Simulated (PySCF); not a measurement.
Species: 1,1-dichloro-2,2,2-trifluoroethane, C₂HCl₂F₃.
SMILES: `FC(F)(F)C(Cl)Cl`

Method: PySCF 2.14.0, PBE0-D3(BJ)/def2-SVP geometry optimisation, gas phase.

Take the most abundant isotopes and a rigid rotor. 

Task: What are A, B and C (MHz)?

Result: Ia = 240.72, Ib = 297.81, Ic = 444.92 u·Å²; 505379 MHz·u·Å²/I gives A = 2099, B = 1697, C = 1136 MHz.

Task: Classify the top.

Result: An asymmetric top. Ray's parameter κ = (2B − A − C)/(A − C) = 0.165; −1 is the prolate and +1 the oblate limit.

Task: Is it planar, by Δ = Ic − Ia − Ib?

Result: Not planar: Δ = Ic − Ia − Ib = -93.61 u·Å². For a rigid frame Δ = −2 Σ m c², so Σ m c² = 46.81 u·Å² lies off the ab plane: 2.63 from hydrogen and 44.17 from heavier atoms. The atom farthest from that plane is 1.62 Å away.

Task: Give the other two planar moments, Paa and Pbb, and the rms extents of the mass along the axes.

Result: Paa = Σ m a² = (Ib + Ic − Ia)/2 = 251.01 and Pbb = Σ m b² = (Ia + Ic − Ib)/2 = 193.92 u·Å². With the mass M = 151.94 u, the rms extents √(P/M) along a, b and c are 1.29, 1.13, 0.56 Å.

Task: Give the coordinates in the principal-axis frame, origin at the centre of mass.

Result: The sense of each axis is arbitrary; atoms in the order of the calculation.
```csv
atom,mass (u),a (Å),b (Å),c (Å)
F1,18.998,1.066,-0.008,1.312
C2,12.000,1.005,0.000,-0.009
F3,18.998,1.638,-1.075,-0.471
F4,18.998,1.639,1.078,-0.460
C5,12.000,-0.442,0.001,-0.519
Cl6,34.969,-1.272,-1.463,0.010
Cl7,34.969,-1.269,1.465,0.010
H8,1.008,-0.415,-0.001,-1.616
```

Task: List the rotational levels J(Ka,Kc) to J = 2 (MHz).

Result: Above 0(0,0):
J = 1: 1(0,1) 2833, 1(1,1) 3235, 1(1,0) 3796
J = 2: 2(0,2) 8188, 2(1,2) 8340, 2(1,1) 10023, 2(2,1) 11230, 2(2,0) 11541
Those of J = 1 are B + C, A + C and A + B.

Task: Which lines would a microwave search look for?

Result: The dipole components are |μa| = 0.42 D, |μb| = 0.00 D, |μc| = 1.25 D; the mirror of this Cs structure is the ac plane, so μb vanishes by symmetry (the 0.01 D computed is a residue) and there are no b-type lines. Intensities carry the squares of the components, which stand as 0.11 : 1.00 (a : c). Some lines, for components of 0.1 D or more:

| type | branch | J(Ka,Kc) | MHz | lower level (cm⁻¹) |
| --- | --- | --- | --- | --- |
| c | Q | 1(1,1) ← 1(0,1) | 402 | 0.094 |
| a | Q | 2(1,1) ← 2(1,2) | 1683 | 0.278 |
| a | Q | 4(2,2) ← 4(2,3) | 2648 | 1.027 |
| a | Q | 3(1,2) ← 3(1,3) | 3238 | 0.528 |
| c | Q | 4(4,1) ← 4(3,1) | 3777 | 1.192 |
| a | R | 2(1,2) ← 1(1,1) | 5105 | 0.108 |
| a | R | 3(1,2) ← 2(1,1) | 9050 | 0.334 |
| a | R | 3(2,1) ← 2(2,0) | 9389 | 0.385 |
| a | R | 4(3,2) ← 3(3,1) | 11731 | 0.777 |
| c | R | 3(3,0) ← 2(2,0) | 11893 | 0.385 |
| c | R | 3(3,1) ← 2(2,1) | 12075 | 0.375 |
| a | R | 4(2,2) ← 3(2,1) | 12518 | 0.698 |
| c | R | 4(3,1) ← 3(2,1) | 14810 | 0.698 |
| c | R | 4(4,1) ← 3(3,1) | 16211 | 0.777 |

Stationary, but not proved a minimum. These are rigid-rotor constants of the computed structure; measured ground-state constants (B0) also hold zero-point vibration. Quadrupole hyperfine structure (35Cl) is left out.

The run took 33 s of wall time on one thread, Arm Neoverse V1, on a shared host. That covers the optimisation of the geometry.

Shape of the structure used: `[F:1][C:2]([F:3])([F:4])[CH:5]([Cl:6])[Cl:7]`: F1–C2–C5–Cl6 -62°.
